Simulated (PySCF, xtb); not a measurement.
BFH2OSe, SMILES [SeH]B(F)O. Other conformers were not sampled.

Harmonic wavenumbers (cm⁻¹) from xtb with GFN2-xTB at its own minimum, in rising order: 226, 298, 300, 418, 540, 593, 674, 898, 1126, 1324, 2107, 3590.

Problem. What does r2SCAN-D4/def2-SVP in PySCF 2.14.0 give at its own minimum? (Estimate from the structure and the level; the computed values follow.)

Solution. 258, 314, 333, 469, 591, 595, 725, 982, 1253, 1437, 2455, 3825. Paired by order, the mean absolute difference is 95 cm⁻¹ and the zero-point energies are 17.3 and 18.9 kcal/mol.
